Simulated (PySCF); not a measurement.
# A small calculation by hand: entropy of an ideal gas

C₂H₅N, SMILES C=NC.

Geometry: PBE-D3(BJ)/def2-TZVP.

PBE-D3(BJ)/def2-TZVP (PySCF) gives the harmonic wavenumbers 221, 464, 678, 951, 1015, 1083, 1100, 1192, 1375, 1420, 1423, 1454, 1685, 2893, 2898, 3003, 3023, 3057 cm⁻¹ and the rotational temperatures 2.5373, 0.5099, 0.4493 K. The molar mass is 43.07 g/mol, the symmetry number 1, the spin multiplicity 1.

Question: Work out the entropy at 298.15 K and 1 atm in the rigid-rotor, harmonic-oscillator model.

Answer: 
Translation (Sackur–Tetrode at 1 atm): S = R[1.5 ln M + 2.5 ln T − 1.16487] = 155.7 J/(mol K).
Rotation: q = (√π/σ) T^1.5/√(θA θB θC) = 12000, S = R[ln q + 3/2] = 90.5 J/(mol K).
Vibration: with u = 1.4388 ν/T, each mode gives R[u/(e^u − 1) − ln(1 − e^−u)]:
```
ν (cm⁻¹)  modes     u  S (J/(mol K))
--------  -----  ----  -------------
221           1  1.07           8.16
464           1  2.24           3.16
678           1  3.27           1.39
951           1  4.59           0.48
1015          1  4.90           0.37
1083          1  5.23           0.28
1100          1  5.31           0.26
1192          1  5.75           0.18
1375          1  6.64           0.08
1420          1  6.85           0.07
1423          1  6.87           0.07
1454          1  7.02           0.06
1685          1  8.13           0.02
```
The stiffer modes add less than 0.005 each. Sum 14.6 J/(mol K).
Spin: R ln 1 = 0.0 J/(mol K).
Total 260.8 J/(mol K); the program's own thermochemistry gives 260.8. Translation makes up 60 % and vibration 6 %. Anharmonicity, hindered rotation and orbital degeneracy are left out.
